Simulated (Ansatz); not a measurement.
C$_{4}$H$_{10}$O (SMILES CCCCO), singlet, geometry from GFN2-xTB; MP2/STO-3G (Ansatz, a quantum-chemistry and plane-wave program).

Ansatz was given this input:
Ansatz 0.2 input:
```yaml
crystal:
  periodic: [false, false, false]
  atoms:
    - {symbol: C, position_ang: [-2.50952667, -0.11271046, 0.13381353]}
    - {symbol: C, position_ang: [-1.18241311, -0.05565564, -0.61255972]}
    - {symbol: C, position_ang: [0.00006199, 0.00132060, 0.34916149]}
    - {symbol: C, position_ang: [1.33492427, 0.05877013, -0.38525329]}
    - {symbol: O, position_ang: [2.37065623, 0.10911372, 0.57317068]}
    - {symbol: H, position_ang: [-2.55146089, -0.99462734, 0.76884867]}
    - {symbol: H, position_ang: [-3.34093224, -0.15286017, -0.56605456]}
    - {symbol: H, position_ang: [-2.63091770, 0.76660652, 0.76220143]}
    - {symbol: H, position_ang: [-1.16625082, 0.82520369, -1.25876653]}
    - {symbol: H, position_ang: [-1.08678075, -0.93632417, -1.25211817]}
    - {symbol: H, position_ang: [-0.07888728, 0.88179725, 0.98877387]}
    - {symbol: H, position_ang: [0.00049772, -0.87784502, 0.99541510]}
    - {symbol: H, position_ang: [1.36587285, 0.94922887, -1.03103334]}
    - {symbol: H, position_ang: [1.44614708, -0.83012390, -1.02431772]}
    - {symbol: H, position_ang: [3.21918334, 0.14568675, 0.12071370]}
basis:
  gaussian:
    orbitals: STO-3G
magnetization: {spin_polarized: false}
correlation: {method: mp2}
```

It wrote (shortened):

```
Functional definition: HF
500 factors; integrals over basis functions are off by at most 4.4e-5 eV
mean field evaluation 1: about -6237.0975 eV, gradient 2.3e1 eV
mean field evaluation 2: about -6237.4422 eV, gradient 2.3e1 eV
mean field evaluation 4: about -6239.2825 eV, gradient 1.3e0 eV
mean field evaluation 8: about -6239.2877 eV, gradient 3.6e-6 eV
mean field -6239.28772783 eV, -229.2895948566 hartree, gradient 6.9e-7 eV, S^2 0.000000; 0 other end points of the search recorded, 0 dependent functions left out
5 core orbitals not correlated
reference -6239.28772783 eV, -229.2895948566 hartree; 16, 16 occupied and 14, 14 virtual orbitals, 500 factors
second order -6.48089338 eV of doubles, -0.00000000 eV of singles
Total energy: -6245.76862121 eV, -229.5277632954 hartree
```
